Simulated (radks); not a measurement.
Valence configurations of Rb I (all share [Kr]). Calculated with a radial shooting solver on a logarithmic mesh with Libxc functionals: scalar-relativistic Kohn-Sham, BLYP, spin-polarised, spherical densities, finite nucleus; open shells are filled with parallel spins first (spin-orbit coupling, left out, can overturn this in heavy ions); Fermi nuclear charge, rms radius 4.2036 fm. Energies are relative to 5s1; eigenvalues in eV for spin up.

| valence | E (eV) | moment (Bohr magnetons) | e(4d) | e(5p) | e(5s) |
|---|---|---|---|---|---|
| 5s1 | 0.000 | 1 | - | - | -2.319 |
| 5p1 | 1.632 | 1 | - | -1.308 | - |
| 4d1 | 2.357 | 1 | -0.547 | - | - |
| 4d0.5 5s0.5 | 1.172 | 1 | -0.356 | - | -2.726 |
| 5s0.5 5p0.5 | 0.805 | 1 | - | -1.042 | -2.677 |

NIST lists [Kr] 5s1 as the ground configuration; this level of theory agrees among the configurations tried. The energies are those of spherical high-spin densities, not of single terms.
